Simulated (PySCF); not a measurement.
Scalar relativity in P³⁺ (phosphorus, charge +3)

[Ne] 3s2, closed-shell 1S; PBE calculated with PySCF 2.14 in dyall-acv3z (19s12p6d4f, 113 functions), once non-relativistic with a point nucleus and once with spin-free X2C-1e and a Gaussian nucleus.

```json
{"shell": "1s", "ε non-rel. (eV)": "-2117.6", "ε X2C (eV)": "-2123.1", "rms r non-rel. (bohr, spins averaged)": "0.1206", "rms r X2C (bohr, spins averaged)": "0.1200", "change of radius (%)": "-0.45"}
{"shell": "2s", "ε non-rel. (eV)": "-211.44", "ε X2C (eV)": "-212.33", "rms r non-rel. (bohr, spins averaged)": "0.5678", "rms r X2C (bohr, spins averaged)": "0.5658", "change of radius (%)": "-0.36"}
{"shell": "2p", "ε non-rel. (eV)": "-163.02", "ε X2C (eV)": "-162.97", "rms r non-rel. (bohr, spins averaged)": "0.5413", "rms r X2C (bohr, spins averaged)": "0.5408", "change of radius (%)": "-0.09"}
{"shell": "3s", "ε non-rel. (eV)": "-45.501", "ε X2C (eV)": "-45.605", "rms r non-rel. (bohr, spins averaged)": "1.789", "rms r X2C (bohr, spins averaged)": "1.785", "change of radius (%)": "-0.23"}
```

The total energy goes from -338.8913 to -339.7196 hartree.

Relativity contracts and stabilises s shells directly. The contracted s shells screen the nucleus better, so for spin-averaged p shells the direct and indirect effects partly cancel.
